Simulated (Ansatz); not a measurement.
System: CH7ClNSi2, charge 0, multiplicity 2. It need not be the lowest isomer of its formula. 
Structure (B3LYP-D3(BJ)/def2-TZVP (Ansatz, a first-principles code) minimum search):
```
N
Si 1 1.7071
Si 1 1.7238 2 139.14
H 2 1.4778 1 106.67 3 -115.68
H 3 1.4801 1 110.06 2 -154.94
H 3 1.4827 5 109.32 1 -125.59
H 3 1.4873 5 109.43 6 -119.69
C 2 1.8630 4 113.28 1 119.99
H 8 1.0907 2 110.54 4 179.85
H 8 1.0907 9 108.82 2 -121.23
H 8 1.0912 9 108.36 10 -118.58
Cl 2 2.0850 4 106.02 1 -121.73
```
Charge 0, spin multiplicity 2.

Basis-set convergence of Hartree-Fock and CCSD correlation energies (hartree) with Ansatz. Cores are frozen in the correlated levels unless marked. UHF or UKS for open shells. No spin-orbit coupling. Non-relativistic.

```tsv
basis	functions	E(HF)	E(corr, CCSD)
cc-pV(D+d)Z	132	-1133.84412	-0.68375
cc-pV(T+d)Z	275	-1133.92183	-0.84886
cc-pV(Q+d)Z	512	-1133.93952	-0.90331
```

Extrapolating the two largest sets (X = 3 and 4) as X^-3: E(corr) = (64·(-0.90331) - 27·(-0.84886))/37 = -0.9430 Eh, an estimate of the basis-set limit. The largest set recovers 95.8 % of it, the smallest 72.5 %.
